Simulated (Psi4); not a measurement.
dimethylsulfoxide (C2H6OS), singlet, at a GFN2-xTB geometry. Base run: Psi4 1.11 with PBE0/6-31G*.

Input for Psi4:
```
memory 2 GB

molecule mol {
0 1
  S    -0.006382    0.257897   -0.455835
  O    -0.012849    1.457810    0.378576
  C     1.370763   -0.798195    0.187247
  C    -1.350002   -0.827729    0.208628
  H     1.279876   -0.896771    1.263088
  H    -2.298108   -0.352210   -0.019971
  H     1.324893   -1.764772   -0.300458
  H     2.304614   -0.302248   -0.056141
  H    -1.290832   -1.793166   -0.279902
  H    -1.240103   -0.924125    1.282891
}

set basis 6-31g*
set reference rks

energy('pbe0')
print_variables()
```

Each row names what was changed in the base input (with any setting that the change needs).

```json
[
 {"change": "base", "ΔE vs base (µEh)": "0.0", "SCF cycles": "9", "grid points": "214087", "basis functions": "76"},
 {"change": "dft_pruning_scheme = robust", "ΔE vs base (µEh)": "-0.6", "SCF cycles": "9", "grid points": "146751", "basis functions": "76"},
 {"change": "df_basis_scf = def2-universal-jkfit", "ΔE vs base (µEh)": "-13.4", "SCF cycles": "9", "grid points": "214087", "basis functions": "76"},
 {"change": "dft_spherical_points = 194", "ΔE vs base (µEh)": "2.1", "SCF cycles": "9", "grid points": "137723", "basis functions": "76"},
 {"change": "scf_type = out_of_core", "ΔE vs base (µEh)": "-0.9", "SCF cycles": "9", "grid points": "214087", "basis functions": "76"},
 {"change": "scf_type = pk", "ΔE vs base (µEh)": "-0.9", "SCF cycles": "9", "grid points": "214087", "basis functions": "76"},
 {"change": "scf_type = disk_df", "ΔE vs base (µEh)": "0.0", "SCF cycles": "9", "grid points": "214087", "basis functions": "76"},
 {"change": "d_convergence = 1e-10", "ΔE vs base (µEh)": "0.0", "SCF cycles": "15", "grid points": "214087", "basis functions": "76"},
 {"change": "dft_spherical_points = 434", "ΔE vs base (µEh)": "3.4", "SCF cycles": "9", "grid points": "307530", "basis functions": "76"},
 {"change": "dft_radial_points = 35", "ΔE vs base (µEh)": "409", "SCF cycles": "9", "grid points": "101685", "basis functions": "76"},
 {"change": "d_convergence = 1e-4", "ΔE vs base (µEh)": "0.0", "SCF cycles": "8", "grid points": "214087", "basis functions": "76"},
 {"change": "e_convergence = 1e-8", "ΔE vs base (µEh)": "0.0", "SCF cycles": "9", "grid points": "214087", "basis functions": "76"},
 {"change": "guess = huckel", "ΔE vs base (µEh)": "0.0", "SCF cycles": "10", "grid points": "214087", "basis functions": "76"}
]
```
